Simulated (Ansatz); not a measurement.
```yaml
crystal:
  periodic: [false, false, false]
  atoms:
    - {symbol: B, position_ang: [-1.717096, 0.656977, -1.153745]}
    - {symbol: Sn, position_ang: [0.300545, 0.942321, -0.237474]}
    - {symbol: Si, position_ang: [0.948650, -1.229684, 0.981652]}
    - {symbol: H, position_ang: [-2.707462, 0.895202, -0.530724]}
    - {symbol: H, position_ang: [-1.828290, 0.206660, -2.253998]}
    - {symbol: H, position_ang: [0.339022, 2.207710, 0.913612]}
    - {symbol: H, position_ang: [1.520333, 1.268073, -1.392271]}
    - {symbol: H, position_ang: [0.976872, -2.368106, 0.024829]}
    - {symbol: H, position_ang: [2.292711, -1.095091, 1.603087]}
    - {symbol: H, position_ang: [-0.042184, -1.535262, 2.048033]}
basis:
  gaussian: {orbitals: def2-mTZVP, final_grid: {core_spheres: 1, valence_spheres: 1, degree: 5}}
hamiltonian: {xc: {name: PBE}}
```

```sh
$ ansatz run in.yaml --threads 2 --pin off --events-out ev --progress --plain --max-ram 4352MiB
```

Output, abridged:

```
Functional definition: PBE
1073 factors; their error is unknown
mean field evaluation 1: about -14489.4518 eV, gradient 2.7e1 eV
mean field evaluation 2: about -14489.4030 eV, gradient 2.7e1 eV
mean field evaluation 4: about -14492.0358 eV, gradient 2.0e0 eV
mean field evaluation 8: about -14483.5372 eV, gradient 2.3e1 eV
mean field evaluation 16: about -14485.3397 eV, gradient 3.6e-3 eV
mean field -14485.33969422 eV, -532.3264152468 hartree, gradient 5.7e-5 eV, S^2 0.000000; 0 other end points of the search recorded, 0 dependent functions left out
reference -14485.34020620 eV, -532.3264340616 hartree; 24, 24 occupied and 74, 74 virtual orbitals, 1073 factors
Total energy: -14485.34020620 eV, -532.3264340616 hartree
```

Q: What is wrong with this run?

A: The integration grid is far too coarse. Self-consistency was reached. The result belongs to that input, not to the molecule as meant.
